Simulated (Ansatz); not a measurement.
Stretching the Si1–I3 bond in FISi (SMILES F[Si]I) (multiplicity 1 held, fragments rigid). Energies count from the point at 2.513 Å.
Geometry at that point (charge 0, multiplicity 1):
```xyz
3

Si     0.7254     1.0195     1.1889
F      1.1609     2.1637     0.1435
I     -0.3888    -0.6367    -0.3384
```

Signs of static correlation in def2-SVP, with CASSCF(6,4), from Ansatz (an electronic-structure program) runs.

```csv
R (Å),T1 of restricted CCSD,⟨S²⟩ of UHF,largest double amplitude of restricted CCSD,weight of the CASSCF reference in MRCISD,CASSCF natural occupations
2.011,0.014,0.050,0.094,0.904,2.00 2.00 1.93 0.07
2.262,0.015,0.028,0.084,0.903,2.00 2.00 1.93 0.07
2.513,0.016,0.000,0.068,0.901,2.00 2.00 1.93 0.07
2.765,0.018,0.000,0.071,0.895,2.00 1.99 1.97 0.04
3.016,0.020,0.000,___,0.895,2.00 1.99 1.95 0.06
3.393,0.024,0.299,0.144,0.896,2.00 1.99 1.91 0.10
3.770,0.033,___,0.191,0.897,2.00 1.99 1.83 0.18
4.398,0.065,0.966,0.336,0.897,2.00 2.00 1.55 0.45
5.027,0.117,1.012,0.633,0.897,2.00 2.00 1.25 0.75
5.781,0.170,1.023,1.050,0.897,2.00 2.00 1.08 0.92
6.786,0.189,1.023,1.286,0.897,2.00 2.00 1.01 0.99
8.043,0.181,1.023,1.284,0.897,2.00 2.00 1.00 1.00
```

**Question.** What belongs in the gaps?

**Answer.** 
- 3.016, largest double amplitude of restricted CCSD: 0.104
- 3.770, ⟨S²⟩ of UHF: 0.738

Doubts at one or more of the structures used: active orbitals that take no part (SC-NEVPT2 on CASSCF(6,4)/def2-SVP); a restricted determinant that unrestricted orbitals would lower (R-CCSD(T)/def2-SVP); T1 above 0.05 (R-CCSD(T)/def2-SVP, U-CCSD(T)/def2-SVP); other coupled-cluster roots lie near (R-CCSD(T)/def2-SVP); a spin-contaminated determinant (U-CCSD(T)/def2-SVP).
